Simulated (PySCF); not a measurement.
**V: excitation energy**

V [Ar] 3d3 4s2 (4F) → V [Ar] 3d2 4s2 4p1 (high-spin determinant), as a difference of total energies. All numbers are calculated (PySCF 2.14, scalar relativity by spin-free X2C-1e, in aug-cc-pVQZ-DK (9s8p6d4f3g2h, 140 functions)). The calculations carry no spin-orbit coupling.

```csv
method,excitation energy (eV)
LDA,6.479
PBE,6.248
r2SCAN,6.387
```

The determinant of the upper state mixes LS terms, which raises its energy above the lowest term, most at the Hartree-Fock and MP2 levels.
